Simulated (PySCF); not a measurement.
**How the method changes the constants of SbBr⁻**

State: ²Π (doublet), unpaired electrons π ↑. Set-up: PySCF, scalar-relativistic core potentials, basis sets Sb def2-TZVPPD with ECP28, Br def2-TZVPPD. De refers to Sb + Br⁻ in their high-spin ground configurations, without counterpoise correction. The functionals are run spin-unrestricted. A positive dipole points towards Br; it is taken about the centre of mass and depends on that origin.

```csv
Level,Re (Å),ωe (cm⁻¹),De (eV),μ (D),"CPU s a point (SCF and correlation, without the integrals)"
UHF,2.687,183,n/a,-0.54,2.5
UHF-MP2,2.620,206,0.368,n/a,5.3
UHF-SCS-MP2,2.643,198,0.407,n/a,n/a
LDA,2.598,209,1.36,0.47,1.7
PBE,2.660,191,0.85,0.22,2.4
PW91,2.659,192,0.86,0.20,1.5
r²SCAN,2.640,198,0.69,0.26,3.4
r²SCANh,2.633,200,0.65,0.22,5
PBE0,2.633,200,0.72,0.13,5.1
r²SCAN0,2.623,204,0.60,0.16,5.1
B97-3,2.660,191,0.70,-0.01,3.1
CAM-B3LYP,2.652,194,0.71,-0.18,7.9
```

The bond length runs from 2.598 Å (LDA) to 2.687 Å (UHF). De spans 0.37 eV (UHF-MP2, perturbation theory) to 1.36 eV (LDA, local density).

Correlated steps freeze 13 core orbitals. These are scalar-relativistic numbers at best; spin–orbit coupling would shift them, the dissociation energy most. For an ion De counts to the pair picked by the measured ionisation energies or electron affinities, which need not be the lowest pair at this level. Counting both spins, an empty level lies below a filled one in some of these solutions, because spin and occupation are held. The highest Kohn–Sham level is positive in this anion. Much of that is self-interaction error, but it also means that the finite basis helps to hold the extra electron. The state is the lowest determinant that a PBE0 search found; another state may lie lower at other levels.

The whole job (state search and all levels along the bond) took about 6.5 min on 2 threads of Arm Neoverse V2 (shared host), peak memory 5.6 GiB.
